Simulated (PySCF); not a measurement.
Working out the excitation energy of S(2+)

S(2+) [Ne] 3s2 3p2 (3P) → S(2+) [Ne] 3s1 3p3 (5S). All numbers are calculated (PySCF 2.14, the spin-free X2C one-electron Hamiltonian (Gaussian nucleus), in x2c-TZVPPall (5s5p3d1f, 42 functions)). Frozen: 1s2. Energies in hartree (1 hartree = 27.21139 eV):

```json
{"part": "UHF", "S(2+) (lower)": "-397.411179", "S(2+) (upper)": "-397.212780"}
{"part": "MP2 opposite-spin", "S(2+) (lower)": "-0.166277", "S(2+) (upper)": "-0.106953"}
{"part": "MP2 same-spin", "S(2+) (lower)": "-0.060065", "S(2+) (upper)": "-0.069774"}
```

Q: What does Hartree-Fock give?

A: (-397.212780) − (-397.411179) = 0.198399 hartree = 5.399 eV.

Q: What do MP2 and SCS-MP2 (6/5 opposite-spin, 1/3 same-spin) give?

A: The opposite-spin parts differ by 1.614 eV and the same-spin parts by -0.264 eV. MP2: 5.399 + (1.614) + (-0.264) = 6.749 eV. SCS-MP2: 5.399 + 1.2 × (1.614) + (-0.264)/3 = 7.248 eV.
